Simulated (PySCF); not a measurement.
C3H7O, SMILES [CH2]C(C)O, multiplicity 2. Atoms are numbered in the order given.

```xyz
11

C      1.2826    -0.6730     0.0843
C      0.0662     0.0750    -0.3355
C     -1.2209    -0.7028    -0.0860
O      0.0205     1.3598     0.2493
H      2.2182    -0.1239     0.2190
H      1.3094    -1.7656     0.0848
H      0.1332     0.2764    -1.4252
H     -2.0876    -0.1089    -0.4086
H     -1.3351    -0.9286     0.9871
H     -1.2251    -1.6579    -0.6332
H      0.0563     1.2350     1.2048
```
Charge 0, spin multiplicity 2.

Coordinates come from a PBE0-D3(BJ)/def2-SVP optimisation. The isomer is the one that the SMILES or the coordinates give; other isomers of the formula were not compared. The values are those of a single conformer.

Method: PySCF with PBE0/pcH-1.

Unrestricted Kohn–Sham, ⟨S²⟩ = 0.755. Hyperfine tensors hold the contact and dipolar terms, without spin-orbit corrections.

Computed hyperfine couplings:
| nucleus | A(iso) (MHz) | A(iso) (G) | dipolar principal values (MHz) |
|---|---|---|---|
| 13C no. 1 | 100.5 | 35.9 | -78.8, -78.2, 156.9 |
| 13C no. 2 | -38.1 | -13.6 | -2.0, -0.6, 2.7 |
| 13C no. 3 | 25.4 | 9.1 | -2.2, -1.7, 4.0 |
| 17O no. 4 | -15.5 | -5.5 | -7.9, 3.3, 4.6 |
| 1H no. 5 | -65.3 | -23.3 | -37.2, -0.8, 38.0 |
| 1H no. 6 | -69.3 | -24.7 | -37.4, -0.8, 38.2 |
| 1H no. 7 | 118.9 | 42.4 | -6.4, -1.8, 8.2 |
| 1H no. 8 | -2.3 | -0.8 | -2.1, -1.8, 4.0 |
| 1H no. 9 | -3.0 | -1.1 | -4.1, -2.5, 6.7 |
| 1H no. 10 | -1.1 | -0.4 | -3.0, -2.6, 5.6 |
| 1H no. 11 | -1.1 | -0.4 | -6.2, -2.6, 8.8 |

Problem. And the g tensor (effective nuclear charges for spin-orbit coupling, GIAO)? (An estimate is asked for; the answer gives what the named calculation found.)

Solution. principal values 2.0022, 2.0026, 2.0028; isotropic 2.0025.
